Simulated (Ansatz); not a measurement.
Ansatz (a program for electronic structure) input (HF/STO-3G):

Ansatz 0.2 input:
```yaml
crystal:
  periodic: [false, false, false]
  atoms:
    - {symbol: Mo, position_ang: [0.03588100, 0.00549600, -0.01569500]}
    - {symbol: H, position_ang: [0.59486800, 1.34707600, -0.91156700]}
    - {symbol: H, position_ang: [-1.08244000, 0.38152900, 1.14278400]}
    - {symbol: H, position_ang: [0.70194900, -0.19917400, 1.51545100]}
    - {symbol: H, position_ang: [-1.57089000, -0.32611500, -0.22169500]}
    - {symbol: H, position_ang: [-0.15048000, -1.43413500, -0.86579900]}
basis:
  gaussian:
    orbitals: STO-3G
hamiltonian:
  xc: {name: HF}
magnetization: {spin_polarized: true, initial_magnetization: 1}
relax: {f_tol: 0.003, max_steps: 120}
```

Output:

```
Functional definition: HF
integrals: 0.00 GiB planned
435 factors; integrals over basis functions are off by at most 3.9e-4 eV
mean field: 0.10 GiB planned
mean field evaluation 1: about -107174.9076 eV, gradient 1.7e1 eV
mean field evaluation 2: about -107174.9126 eV, gradient 1.7e1 eV
mean field evaluation 4: about -107176.7332 eV, gradient 1.3e0 eV
mean field evaluation 8: about -107176.8226 eV, gradient 1.2e-1 eV
mean field evaluation 16: about -107175.0934 eV, gradient 1.3e0 eV
mean field -107176.82100880 eV, -3938.6755250148 hartree, gradient 2.6e-5 eV, S^2 0.822158; 0 other end points of the search recorded, 0 dependent functions left out
the calculation of the forces begins
reference -107176.82100880 eV, -3938.6755250148 hartree; 24, 23 occupied and 8, 9 virtual orbitals, 435 factors
relax step   1: F+E_penalty+E_count = -107176.82100880 eV  Δ(F+E_penalty+E_count) = +0.000e0 eV  max|allowed force component| = 3.286e0 eV/Å  Δτ_max = 0.0000 Å  (63 SCF iters, accepted)
these checks for a lower state are left out or cut short: starts, cluster_reference, orbital_swaps, neighbouring_geometries, increment
integrals: 0.00 GiB planned
435 factors; integrals over basis functions are off by at most 3.7e-4 eV
mean field: 0.10 GiB planned
mean field evaluation 32: about -107176.8123 eV, gradient 1.5e-5 eV
mean field -107176.81226207 eV, -3938.6752035787 hartree, gradient 1.5e-5 eV, S^2 0.798539; 0 other end points of the search recorded, 0 dependent functions left out
the calculation of the forces begins
reference -107176.81226207 eV, -3938.6752035787 hartree; 24, 23 occupied and 8, 9 virtual orbitals, 435 factors
relax step   2: F+E_penalty+E_count = -107176.81226207 eV  Δ(F+E_penalty+E_count) = +8.747e-3 eV  max|allowed force component| = 4.847e0 eV/Å  Δτ_max = 0.1946 Å  (44 SCF iters, rejected (line search))
these checks for a lower state are left out or cut short: starts, cluster_reference, orbital_swaps, neighbouring_geometries, increment
integrals: 0.00 GiB planned
435 factors; integrals over basis functions are off by at most 3.9e-4 eV
mean field: 0.10 GiB planned
mean field -107177.12753572 eV, -3938.6867896713 hartree, gradient 1.9e-5 eV, S^2 0.801736; 0 other end points of the search recorded, 0 dependent functions left out
the calculation of the forces begins
reference -107177.12753572 eV, -3938.6867896713 hartree; 24, 23 occupied and 8, 9 virtual orbitals, 435 factors
relax step   3: F+E_penalty+E_count = -107177.12753572 eV  Δ(F+E_penalty+E_count) = -3.065e-1 eV  max|allowed force component| = 2.663e-1 eV/Å  Δτ_max = 0.0948 Å  (47 SCF iters, accepted)
these checks for a lower state are left out or cut short: starts, cluster_reference, orbital_swaps, neighbouring_geometries, increment
integrals: 0.00 GiB planned
435 factors; integrals over basis functions are off by at most 3.8e-4 eV
mean field: 0.10 GiB planned
mean field -107177.14236455 eV, -3938.6873346210 hartree, gradient 1.8e-5 eV, S^2 0.801426; 0 other end points of the search recorded, 0 dependent functions left out
the calculation of the forces begins
reference -107177.14236455 eV, -3938.6873346210 hartree; 24, 23 occupied and 8, 9 virtual orbitals, 435 factors
relax step   4: F+E_penalty+E_count = -107177.14236455 eV  Δ(F+E_penalty+E_count) = -1.483e-2 eV  max|allowed force component| = 1.183e-1 eV/Å  Δτ_max = 0.0451 Å  (47 SCF iters, accepted)
these checks for a lower state are left out or cut short: starts, cluster_reference, orbital_swaps, neighbouring_geometries, increment
integrals: 0.00 GiB planned
435 factors; integrals over basis functions are off by at most 3.8e-4 eV
mean field: 0.10 GiB planned
mean field -107177.15266894 eV, -3938.6877133004 hartree, gradient 1.7e-5 eV, S^2 0.802592; 0 other end points of the search recorded, 0 dependent functions left out
the calculation of the forces begins
reference -107177.15266894 eV, -3938.6877133004 hartree; 24, 23 occupied and 8, 9 virtual orbitals, 435 factors
relax step   5: F+E_penalty+E_count = -107177.15266894 eV  Δ(F+E_penalty+E_count) = -1.030e-2 eV  max|allowed force component| = 1.773e-1 eV/Å  Δτ_max = 0.0497 Å  (48 SCF iters, accepted)
these checks for a lower state are left out or cut short: starts, cluster_reference, orbital_swaps, neighbouring_geometries, increment
integrals: 0.00 GiB planned
436 factors; integrals over basis functions are off by at most 3.3e-4 eV
mean field: 0.10 GiB planned
mean field evaluation 64: about -107177.1839 eV, gradient 1.2e-1 eV
mean field -107177.18407670 eV, -3938.6888675143 hartree, gradient 1.1e-5 eV, S^2 0.807224; 0 other end points of the search recorded, 0 dependent functions left out
the calculation of the forces begins
reference -107177.18407670 eV, -3938.6888675143 hartree; 24, 23 occupied and 8, 9 virtual orbitals, 436 factors
relax step   6: F+E_penalty+E_count = -107177.18407670 eV  Δ(F+E_penalty+E_count) = -3.141e-2 eV  max|allowed force component| = 4.387e-1 eV/Å  Δτ_max = 0.2000 Å  (53 SCF iters, accepted)
these checks for a lower state are left out or cut short: starts, cluster_reference, orbital_swaps, neighbouring_geometries, increment
integrals: 0.00 GiB planned
436 factors; integrals over basis functions are off by at most 3.1e-4 eV
mean field: 0.10 GiB planned
mean field -107177.19850521 eV, -3938.6893977520 hartree, gradient 2.5e-5 eV, S^2 0.806047; 0 other end points of the search recorded, 0 dependent functions left out
the calculation of the forces begins
reference -107177.19850521 eV, -3938.6893977520 hartree; 24, 23 occupied and 8, 9 virtual orbitals, 436 factors
relax step   7: F+E_penalty+E_count = -107177.19850521 eV  Δ(F+E_penalty+E_count) = -1.443e-2 eV  max|allowed force component| = 4.062e-2 eV/Å  Δτ_max = 0.0678 Å  (43 SCF iters, accepted)
these checks for a lower state are left out or cut short: starts, cluster_reference, orbital_swaps, neighbouring_geometries, increment
integrals: 0.00 GiB planned
436 factors; integrals over basis functions are off by at most 3.1e-4 eV
mean field: 0.10 GiB planned
mean field -107177.19937215 eV, -3938.6894296114 hartree, gradient 2.6e-5 eV, S^2 0.805136; 0 other end points of the search recorded, 0 dependent functions left out
the calculation of the forces begins
reference -107177.19937215 eV, -3938.6894296114 hartree; 24, 23 occupied and 8, 9 virtual orbitals, 436 factors
relax step   8: F+E_penalty+E_count = -107177.19937215 eV  Δ(F+E_penalty+E_count) = -8.669e-4 eV  max|allowed force component| = 9.412e-3 eV/Å  Δτ_max = 0.0125 Å  (39 SCF iters, accepted)
these checks for a lower state are left out or cut short: starts, cluster_reference, orbital_swaps, neighbouring_geometries, increment
integrals: 0.00 GiB planned
436 factors; integrals over basis functions are off by at most 3.1e-4 eV
mean field: 0.10 GiB planned
mean field -107177.19939381 eV, -3938.6894304075 hartree, gradient 2.5e-5 eV, S^2 0.805093; 0 other end points of the search recorded, 0 dependent functions left out
the calculation of the forces begins
reference -107177.19939381 eV, -3938.6894304075 hartree; 24, 23 occupied and 8, 9 virtual orbitals, 436 factors
relax step   9: F+E_penalty+E_count = -107177.19939381 eV  Δ(F+E_penalty+E_count) = -2.166e-5 eV  max|allowed force component| = 3.397e-3 eV/Å  Δτ_max = 0.0024 Å  (40 SCF iters, accepted)
these checks for a lower state are left out or cut short: starts, cluster_reference, orbital_swaps, neighbouring_geometries, increment
integrals: 0.00 GiB planned
436 factors; integrals over basis functions are off by at most 3.1e-4 eV
mean field: 0.10 GiB planned
mean field evaluation 96: about -107177.2197 eV, gradient 7.8e-5 eV
mean field -107177.19939505 eV, -3938.6894304529 hartree, gradient 2.5e-5 eV, S^2 0.805088; 0 other end points of the search recorded, 0 dependent functions left out
the calculation of the forces begins
reference -107177.19939505 eV, -3938.6894304529 hartree; 24, 23 occupied and 8, 9 virtual orbitals, 436 factors
relax step  10: F+E_penalty+E_count = -107177.19939505 eV  Δ(F+E_penalty+E_count) = -1.236e-6 eV  max|allowed force component| = 9.630e-5 eV/Å  Δτ_max = 0.0005 Å  (41 SCF iters, accepted)
integrals: 0.00 GiB planned
436 factors; integrals over basis functions are off by at most 3.1e-4 eV
mean field: 0.10 GiB planned
mean field -107177.19939505 eV, -3938.6894304529 hartree, gradient 2.5e-5 eV, S^2 0.805088; 1 other end points of the search recorded, 0 dependent functions left out
the calculation of the forces begins
reference -107177.19939505 eV, -3938.6894304529 hartree; 24, 23 occupied and 8, 9 virtual orbitals, 436 factors
Total energy: -107177.19939505 eV, -3938.6894304529 hartree
Atom 0 at    -0.149375     0.130553    -0.014235 Å, force     0.000096    -0.000029    -0.000019 eV/Å
Atom 1 at     0.552215     1.361912    -0.903993 Å, force    -0.000037     0.000026    -0.000000 eV/Å
Atom 2 at    -1.027177     0.534794     1.284366 Å, force     0.000007     0.000050     0.000083 eV/Å
Atom 3 at     0.702115    -0.507174     1.205862 Å, force    -0.000028    -0.000036    -0.000050 eV/Å
Atom 4 at    -1.639051    -0.351662    -0.424897 Å, force    -0.000050    -0.000033    -0.000077 eV/Å
Atom 5 at     0.090161    -1.393746    -0.503625 Å, force     0.000012     0.000022     0.000062 eV/Å
Dipole moment:     0.134928     0.236823    -0.171122 e Å
```

The geometry given is a B3LYP-D3(BJ)/def2-TZVP minimum.
